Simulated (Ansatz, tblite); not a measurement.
Cost and result up the ladder for ZnTe₂⁻ (3 atoms). Total charge -1; doublet. Geometry: r2SCAN-D4/def2-TZVPD.

```xyz
3

Zn   -0.001   -0.002   -0.004
Te    1.431   -1.897    0.530
Te   -1.430    1.898   -0.526
```

Ansatz on 4 threads of AMD EPYC 7R43 on a shared host; xTB runs through tblite on one thread. Times are rough, summed over both states, and most runs start from the orbitals of an earlier one. B2PLYP/def2-TZVPD serves as the yardstick here, not as an exact answer. Differences are given only for rows in sets of like size (and for xTB, whose basis is part of the method), since another set adds its own error. The other state is a quartet at its own geometry.

In the def2 sets Te takes a core potential; there is no spin–orbit coupling. The xTB rows come from tblite. LC-ωPBE has ω = 0.4 bohr⁻¹. HSE06 is defined as in plane-wave codes, on full-range PBE exchange. Correlated methods freeze 17 core orbitals; core or outer-core shells of Te are correlated, in sets that lack core-valence functions. The rows differ in basis, and correlated rows in double-zeta sets carry the largest basis error. In CCSD on the charge -1 doublet the largest single amplitude is 0.34, so its Hartree–Fock determinant may place the open shell otherwise than the density functionals do. HOMO above LUMO, or a gap near zero within one spin, warns that the state may not be the lowest or that an electron is smeared out. The structure comes from a short search, and lower isomers may exist.

Correlated methods converge slowly with the basis, most of all in double-zeta sets.

xTB has no spin-polarisation term.

| level | functions | wall time | quartet − doublet (eV) | difference from B2PLYP/def2-TZVPD (eV) | remarks |
| --- | --- | --- | --- | --- | --- |
| GFN1-xTB | 22 | 0.005 s | 2.03 | 0.20 | – |
| GFN2-xTB | 22 | 0.009 s | 2.63 | 0.80 | – |
| PBE-D4/def2-TZVPD | 169 | 19 s | 1.68 | -0.15 | gap within one spin near zero (doublet) |
| revPBE-D4/def2-TZVPD | 169 | 22 s | 1.63 | -0.20 | HOMO above zero (quartet), gap within one spin near zero (doublet) |
| MP2/def2-TZVPD | 169 | 26 s | 1.95 | 0.11 | – |
| RPA@PBE/def2-TZVPD | 169 | 30 s | 1.79 | -0.04 | – |
| PBE0-D4/def2-TZVPD | 169 | 39 s | 1.73 | -0.10 | – |
| LC-ωPBE/def2-TZVPD | 169 | 40 s | 1.89 | 0.06 | – |
| HSE06-D4/def2-TZVPD | 169 | 40 s | 1.73 | -0.10 | – |
| CCSD(T)/def2-SVPD | 104 | 49 s | 1.67 | – | – |
| r2SCAN-D4/def2-TZVPD (with forces) | 169 | 50 s | 1.74 | -0.10 | – |
| B2PLYP/def2-TZVPD | 169 | 62 s | 1.83 | 0.00 | – |
| ωB97M-V/def2-TZVPD | 169 | 4.7 min | 1.83 | -0.01 | – |
